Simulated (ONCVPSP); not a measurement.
## Varying the ONCV potential for nitrogen (N)

Base potential:

```json
{
 "Element": "N",
 "Generator": "ONCVPSP 4.0.1",
 "Type": "optimised norm-conserving Vanderbilt (ONCV)",
 "Functional": "PBE",
 "Relativity": "scalar-relativistic",
 "Frozen core": "[He]",
 "Valence charge": "5",
 "Reference configuration": "2s1.5 2p3.5",
 "Partial waves": "2s: rc 0.85 bohr, ncon 4, nbas 9, qcut 6.2 1/bohr, 2 projectors, debl 3.5 Ha; 2p: rc 1.90 bohr, ncon 4, nbas 7, qcut 7 1/bohr, 2 projectors, debl 1 Ha; d scattering state at 0.32 Ha: rc 1.65 bohr, ncon 4, nbas 8, qcut 6.8 1/bohr, 2 projectors, debl 1.2 Ha",
 "Local potential": "polynomial inside 0.60 bohr (lpopt 5, dvloc0 0 Ha)",
 "Core correction": "none"
}
```

Cutoffs, loose and tight: the cutoffs (Ha) at which the residual kinetic energy of the hardest occupied pseudo-wave falls to 1 and 0.1 mHa per electron. They do not see the model core or the augmentation charge, which bear on the density cutoff. Test errors are all-electron minus pseudo excitation energies from the reference, over the configurations 2s2 2p3; 2s2 2p2; 2s2 2p1; 2s1 2p0. A dash means not determined; rows that change the core or the reference have their own tests. The largest error is taken over the tests solved by every variant that gives reliable tests at all: 2s2 2p1; 2s2 2p2; 2s2 2p3.

A true bound ghost makes a file unfit for plane-wave use even where its test errors are small: the radial tests pick states by their node count and pass the ghost by.

```csv
change,outcome,"cutoff, loose","cutoff, tight",bound ghosts,GHOST(+) flags above zero,largest test error (meV)
base,generated,88 Ha,297 Ha,none,none,+495
reference 2s2 2p1.5,"generated, projector energies reset by the program",103 Ha,304 Ha,none,none,+340
s: nproj 3,generated,88 Ha,297 Ha,s,s,+495
s: debl 2.15,generated,88 Ha,297 Ha,none,none,+495
p: qcut 5.7,generated,88 Ha,297 Ha,none,none,+672
"local potential polynomial inside 0.70 bohr (lpopt 5, dvloc0 -1 Ha)",generated,88 Ha,297 Ha,none,none,+495
"core correction Teter function fitted to the true core (icmod 2), fcfact 0.55",generated,88 Ha,297 Ha,none,none,+495
"local potential polynomial inside 0.60 bohr (lpopt 5, dvloc0 -1 Ha)",generated,88 Ha,297 Ha,none,d,+495
p: qcut 6.8,generated,88 Ha,297 Ha,none,none,+517
p: rc 1.68,generated,88 Ha,297 Ha,none,none,+354
```

**Question.** What comes out with this change to the base: all radii scaled by about 1.13 (s 0.96, p 2.14, d 1.86 bohr); local potential polynomial inside 0.68 bohr (lpopt 5, dvloc0 0 Ha)?

**Answer.** outcome: generated; cutoff, loose: 69 Ha; cutoff, tight: 238 Ha; bound ghosts: none; GHOST(+) flags above zero: none; largest test error (meV): +707.

**Question.** What comes out with this change to the base: s: rc 0.74?

**Answer.** outcome: generated; cutoff, loose: 54 Ha; cutoff, tight: 196 Ha; bound ghosts: none; GHOST(+) flags above zero: s; largest test error (meV): +490.
